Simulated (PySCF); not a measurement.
# Ionisation energy of Hf⁴⁴⁺ by level of theory

Hf⁴⁴⁺ [Ar] 3d10 (1S) → Hf⁴⁵⁺ [Ar] 3d9 (2D), as a difference of total energies. Calculation: PySCF 2.14, in an uncontracted even-tempered set (16 s from 9.2 bohr⁻², ratio 2.5; 11 p from 12 bohr⁻², ratio 2.5; 8 d from 12 bohr⁻², ratio 2.5; 4 f from 52 bohr⁻², ratio 2.7; 3 g from 78 bohr⁻², ratio 2.7); the non-relativistic Hamiltonian (point nucleus). Correlated levels: outer shells: [Ne] frozen; virtual orbitals above 40 to 60 times the deepest correlated orbital energy dropped. The calculations carry no spin-orbit coupling.

| method | ionisation energy (eV) |
| --- | --- |
| UHF | 3762.2 |
| LDA | 3759.8 |
| PBE | 3759.1 |
| PBE0 | 3760.4 |
| r2SCAN | 3760.9 |
| BP86 | 3759.4 |
| M06 | 3761.5 |
| MP2 (outer shells) | 3763.8 |
| SCS-MP2 (outer shells) | 3763.5 |

A first-order spin-orbit estimate (lowest level to lowest level, LS coupling) adds -21.972 eV.

The gap to the reference is mostly relativistic.

For comparison: 3741 ± 4 eV (theoretical estimate listed by NIST; NIST Atomic Spectra Database, ionization energies).
